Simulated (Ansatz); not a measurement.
Al(H)(Cl)(OEt) (C2H6AlClO), SMILES CC[O][AlH][Cl].

Geometry optimised at ωB97X-D3(BJ)/def2-SVP. The structure was generated by enumeration; whether it is a known compound was not checked. One conformer was computed; it need not be the lowest.

Two levels are set side by side: PBE/def2-SVPD (Ansatz, an electronic-structure program) and PBE0/def2-SVPD (Ansatz). Energy differences of separate SCF runs at the same geometry; the states with an electron removed or added have multiplicity 2 and 2. Differences are taken from unrounded values.

```tsv
quantity	PBE0
vertical ionisation energy (eV)	10.45
vertical singlet–triplet gap (eV)	6.12
```

Question: What does PBE give, and how far is it from PBE0? (The exact figures need the calculation; the answer reports its results.)

Answer: 
| quantity | PBE | PBE minus PBE0 |
|---|---|---|
| vertical ionisation energy (eV) | 9.95 | -0.49 |
| vertical singlet–triplet gap (eV) | 5.58 | -0.54 |
